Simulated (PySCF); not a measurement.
Computed IR spectrum (relative IR intensity) of a molecule C4H9Cl. The structure is a stationary point at B3LYP-D3(BJ)/def2-SVP. One conformer was computed; it need not be the lowest. Level of theory: B3LYP-D3(BJ)/def2-SVP (PySCF). Frequencies are harmonic and unscaled.

ν (cm⁻¹): 299 (w), 371 (w), 411 (vw), 571 (s), 821 (m), 1172 (vs), 1259 (m), 1389 (m), 1412 (w), 1469 (m), 1489 (w), 3029 (m), 3037 (m), 3114 (w), 3120 (s), 3139 (s) (against the strongest line: vs over 80 %, s over 45 %, m over 15 %, w over 4 %, vw less)

Pick the molecule that these values belong to.
(A) CC(C)(C)Cl
(B) CC[C@H](C)Cl
(C) CCCCCl
(D) CC(C)CCl

A, CC(C)(C)Cl
